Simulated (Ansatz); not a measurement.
`BB(F)BF` + `[OH][Ga]([F])[F]` → `FBB(F)F` + `[BH2][Ga]([OH])[F]`  (redistribution)

Gas-phase electronic energies from Ansatz, PBE0-D4/def2-TZVP geometries. CCSD(T)/CBS is the MP2 limit (def2-TZVPP, def2-QZVPP) plus CCSD(T) − MP2 in def2-TZVPP, frozen cores. Functionals use def2-TZVPP. For Ga outer-core shells are correlated without core-valence functions, which leaves a few kJ/mol of doubt a bond. Scalar relativity is left out up to krypton. Each species was taken in one conformer, which may not be the lowest.

`BB(F)BF`:

Z-matrix (Å, degrees):
```
B
B 1 1.673
H 1 1.199 2 121.2
H 1 1.198 2 122.1 3 173.6
F 2 1.339 1 122.2 3 91.7
B 2 1.727 1 120.8 3 -89.8
F 6 1.325 2 120.4 1 79.7
H 6 1.206 2 123.6 1 -98.7
```

`[OH][Ga]([F])[F]`:

Z-matrix (Å, degrees):
```
Ga
O 1 1.757
F 1 1.738 2 122.0
F 1 1.728 2 120.8 3 -180.0
H 2 0.961 1 112.9 3 -0.0
```

`FBB(F)F`:

```xyz
6

F     1.361    0.176   -1.313
B     0.134    0.245   -0.825
B    -0.166   -0.231    0.799
F    -0.114    0.632    1.799
F    -0.498   -1.470    1.113
H    -0.717    0.647   -1.572
```

`[BH2][Ga]([OH])[F]`:

```xyz
7

B    -1.102   -0.116   -1.139
Ga    0.221    0.173    0.427
O     1.769   -0.657    0.706
F    -0.110    1.353    1.701
H    -1.982   -0.918   -1.056
H    -1.010    0.522   -2.143
H     2.214   -0.357    1.503
```

| level | ΔE (kcal/mol) |
| --- | --- |
| revPBE-D4 | -26.9 |
| PBE0 | -28.4 |

Q: What does CCSD(T)/CBS give? (Best estimate.)

A: Ansatz gave: -29.6 kcal/mol. The listed levels differ from it by 2.7, 1.2 kcal/mol.

Largest T1 diagnostic among the species: 0.015.

From BLYP to BHLYP (50 % exact exchange), in def2-TZVPP and without D4, ΔE moves by −1.0 kcal/mol. Leaving LDA and LC-ωPBE aside and taking each functional with its dispersion term where it has one, the values, not all of them listed here, spread over 2.6 kcal/mol, from ωB97M-V to revPBE-D4. LDA lies −2.8 kcal/mol from PBE without D4. At CCSD(T), def2-SVP lies +1.1 kcal/mol from the extrapolated value and def2-TZVPP +1.4 kcal/mol.
